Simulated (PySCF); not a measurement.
Geometry:
```
atom   x (Å)   y (Å)   z (Å)
 Si1   1.298   0.522  -1.253
  F2   1.132   2.066  -0.851
  F3   2.237   0.453  -2.546
  S4   2.305  -0.547   0.279
 Si5   0.620  -0.979   1.492
  F6  -0.112  -2.320   1.003
  F7   1.186  -1.239   2.966
  S8  -0.787   0.604   1.646
 Si9  -1.777   0.406  -0.215
 F10  -3.014  -0.608  -0.138
 F11  -2.393   1.853  -0.514
 S12  -0.579  -0.295  -1.819
```

Geometry: PBE0-D3(BJ)/def2-SVP; GIAO absolute shieldings from PySCF, gas phase, non-relativistic, averaged over equivalent atoms.

At PBE0/pcSseg-1 (246 basis functions):
```tsv
atoms	σ (ppm)
Si1/Si5/Si9	360.5
F2/F3/F6/F7/F10/F11	278.0
S4/S8/S12	597.0
```

Q: Predict the values at B3LYP/pcSseg-1 on the same geometry.

A: 
| atoms | σ at B3LYP/pcSseg-1 | change |
| --- | --- | --- |
| Si1/Si5/Si9 | 347.9 | -12.6 |
| F2/F3/F6/F7/F10/F11 | 275.9 | -2.1 |
| S4/S8/S12 | 577.5 | -19.5 |

The largest change is at S4/S8/S12 (sulfur bonded to 2 Si). Cost: 246 basis functions.

The averaged F atoms aren't alike in the static structure (σ from 266 to 289 ppm); the average presumes fast exchange among these sites.
